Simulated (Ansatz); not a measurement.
**Equilibrium of AuH + B(OH)F2 ⇌ AuOH + BHF2 at process temperatures**

Species: AuH, singlet; B(OH)F2 (difluorohydroxyborane), singlet; AuOH `[OH][Au]`, singlet; BHF2 `FBF`, singlet. The partners trade H for OH: Au–H and B–OH bonds give way to Au–OH and B–H.

The electronic reaction energy at CCSD(T)/def2-TZVPP is +252.6 kJ/mol. Shapes: PBE0-D4/def2-TZVP. Programs: Ansatz 0.2.0. Enthalpy and entropy come from rigid-rotor, harmonic-oscillator sums on unscaled PBE0-D4/def2-TZVP wavenumbers, ideal gases at 1 bar. Symmetry numbers: AuH 1, B(OH)F2 1, AuOH 1, BHF2 2. R = 8.3145 J/(mol K).

| T (K) | ΔH (kJ/mol) | ΔS (J/(mol K)) |
| --- | --- | --- |
| 500 | +252.3 | +18.8 |
| 700 | +251.4 | +17.2 |
| 900 | ? | ? |

Work out ln K at 500 and 700 K, and from these estimate it at 900 K.


1. 500 K: ΔG = +252.3 − 500 × (+18.8)/1000 = +242.9 kJ/mol; ln K = −ΔG/RT = -58.43.
2. 700 K: ΔG = +251.4 − 700 × (+17.2)/1000 = +239.4 kJ/mol; ln K = −ΔG/RT = -41.13.
3. Slope against 1000/T: (-41.13 − (-58.43))/(1.4286 − 2.0000) = -30.27, that is −ΔH/R with ΔH near +252 kJ/mol.
4. 900 K: ln K = -58.43 + (-30.27) × (1.1111 − 2.0000) = -31.52.

The full sums give ΔH = +250.4 kJ/mol, ΔS = +16.0 J/(mol K), ΔG = +236.0 kJ/mol and ln K = -31.54 at 900 K, so the line is off by +0.02 in ln K; without rounding the miss is +0.04, from the change of ΔH with temperature. The reactants are favoured over this whole range. An error of 10 kJ/mol in the energy moves ln K by 1.3 at 900 K. For atoms past krypton def2 sets carry core potentials with scalar relativity. Outer-core shells of Au are correlated, in sets that cover them unevenly.
